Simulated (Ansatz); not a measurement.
`N[SiH2]S[SiH](N)F` + `OCO` → `N[SiH2]OCO` + `N[SiH](F)S`  (ligand exchange at the Si–S bond)

Isolated molecules relaxed with PBE0-D4/def2-TZVP in Ansatz; ΔE leaves out vibrations. CBS: MP2 limit from def2 TZ/QZ plus the TZ coupled-cluster correction, frozen cores. This one scheme is used for every species. Functionals use def2-TZVPP. One conformer a species, not always the lowest.

`N[SiH2]S[SiH](N)F`:

Z-matrix (Å, degrees):
```
Si
S 1 2.171
N 1 1.706 2 117.0
H 1 1.481 2 108.0 3 122.6
H 1 1.482 2 103.0 3 -119.8
Si 2 2.105 1 98.1 3 -44.2
H 3 1.008 1 119.0 2 -67.8
H 3 1.009 1 117.1 2 69.4
N 6 1.708 2 109.5 1 -39.6
F 6 1.600 2 113.4 1 76.5
H 6 1.480 2 107.3 1 -168.2
H 9 1.008 6 119.6 2 -45.0
H 9 1.009 6 119.8 2 171.1
```

`OCO`:

```xyz
7

O     0.057    0.498    1.111
C     0.386   -0.050   -0.131
O    -0.736   -0.410   -0.881
H    -0.450    1.301    0.955
H     1.022   -0.912    0.095
H     0.937    0.657   -0.758
H    -1.216   -1.084   -0.391
```

`N[SiH2]OCO`:

```xyz
12

N     1.185    1.086    1.824
Si    0.895    0.175    0.416
O    -0.689    0.260   -0.070
C    -1.298   -0.749   -0.816
O    -0.755   -0.875   -2.096
H     0.749    0.856    2.702
H     1.399    2.067    1.764
H     1.786    0.738   -0.627
H     1.174   -1.262    0.676
H    -2.367   -0.511   -0.855
H    -1.157   -1.728   -0.345
H    -0.922   -0.057   -2.574
```

`N[SiH](F)S`:

```xyz
8

N    -0.786    1.014    0.540
Si    0.355    0.061   -0.259
F     0.032   -0.278   -1.791
S     0.400   -1.795    0.767
H    -0.750    2.019    0.521
H    -1.684    0.661    0.825
H     1.632    0.803   -0.290
H     0.800   -2.486   -0.313
```

Is it downhill or uphill in electronic energy at CCSD(T)/CBS, and by how much? (An estimate is asked.)

Ansatz gave: Downhill: ΔE = -0.28 eV.

What do these levels give: r2SCAN-D4, PBE0, HF/def2-TZVPP, MP2/def2-TZVPP, HF/def2-QZVPP, SCS-MP2/def2-QZVPP? (An estimate is asked.)

The calculation gave: r2SCAN-D4 -0.24, PBE0 -0.23, HF/def2-TZVPP -0.51, MP2/def2-TZVPP -0.27, HF/def2-QZVPP -0.53, SCS-MP2/def2-QZVPP -0.33 eV.

Largest T1 diagnostic among the species: 0.011.

The D4 term adds +0.12 eV with B3LYP and +0.07 eV with PBE0; it sums over pairs of atoms, weighted by their polarisabilities, and B3LYP, whose exchange is more repulsive, gets the larger term. In def2-TZVPP, CCSD(T) changes the Hartree–Fock value by +0.21 eV (the triples alone add +0.04 eV) and MP2 by +0.24 eV.

B3LYP here is the variant with VWN-RPA as its local correlation; programs differ in this.
